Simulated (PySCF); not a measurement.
Compound: C6H9NO2.
Numbering: `[O:1]=[C:2]([OH:3])[C@@H:4]1[CH2:5][CH:6]=[N:7][CH2:8][CH2:9]1`

NICS is the negative of the GIAO shielding at a point without a nucleus: at the ring centre (0) and 1 Å above and below it (1); zz is the component along the ring normal. Level: GIAO PBE0/pcSseg-1 (PySCF, non-relativistic, gas phase) on the GFN2-xTB geometry, one conformer.

Ring bond lengths (Å), with Mayer bond orders in brackets: C4–C5 1.528 (0.99), C5–C6 1.501 (1.01), C6–N7 1.254 (1.99), N7–C8 1.436 (0.99), C8–C9 1.530 (1.04), C9–C4 1.536 (0.97).

Problem. Give the NICS values of each ring in ppm.

Solution. 
```
             ring                                                     type  NICS(0)  NICS(1), two faces  NICS(1)zz, two faces  rms pucker (Å)  centre to ring atoms, mean (Å)
C4–C5–C6–N7–C8–C9  6-membered ring with N; formal bonds 1 double, 5 single      0.1         -2.3 / -2.0             1.6 / 1.3            0.20                            1.43
```

Problem. What can be read from them?

Solution. 
- C4–C5–C6–N7–C8–C9: mean NICS(1)zz 1.5 ppm, near zero. C4, C5, C8, C9 have four or more neighbours, so the value isn't read as a sign of a π ring current. A hydrogen on C9, outside the ring, lies only 1.39 Å from a NICS(1) probe, which then mostly feels that atom.

Problem. What are the shieldings of the ring atoms and their hydrogens in the same run (means over atoms taken as equivalent)?

Solution. 
| atoms | environment | σ isotropic (ppm) | principal values of the symmetric part, first atom (ppm) |
| --- | --- | --- | --- |
| C4 | sp3 carbon next to a carbonyl | 148.9 | 139.5, 140.8, 166.6 |
| C5 | ring CH2 carbon | 154.1 | 133.8, 160.4, 168.1 |
| C6 | imine carbon | 22.0 | -88.3, 26.9, 127.4 |
| N7 | imine nitrogen | -107.5 | -471.2, -136.0, 284.6 |
| C8 | sp3 carbon bound to nitrogen | 133.7 | 120.3, 128.8, 151.9 |
| C9 | ring CH2 carbon | 156.4 | 145.2, 159.7, 164.5 |
| H on C4 | methine hydrogen | 29.26 | 25.9, 28.0, 33.8 |
| H on C5 | methylene hydrogen | 29.07 | 25.6, 28.2, 33.5 |
| H on C5 | methylene hydrogen | 29.70 | 25.7, 27.9, 35.5 |
| H on C6 | hydrogen on a C=N carbon | 23.72 | 20.8, 23.1, 27.3 |
| H on C8 | methylene hydrogen | 27.94 | 24.6, 26.6, 32.6 |
| H on C8 | methylene hydrogen | 27.37 | 23.2, 25.9, 33.0 |
| H on C9 | methylene hydrogen | 29.84 | 25.4, 29.3, 34.9 |
| H on C9 | methylene hydrogen | 30.23 | 26.1, 29.4, 35.1 |

The list is cut; further classes of hydrogen are left out.

The run took 28 s on an Arm Neoverse V2 with one thread, no GPU, shared host with 32 logical CPUs at a one-minute load of 21, and the process peaked at 1.0 GiB of memory. This is the whole shielding run at PBE0/pcSseg-1, SCF included.
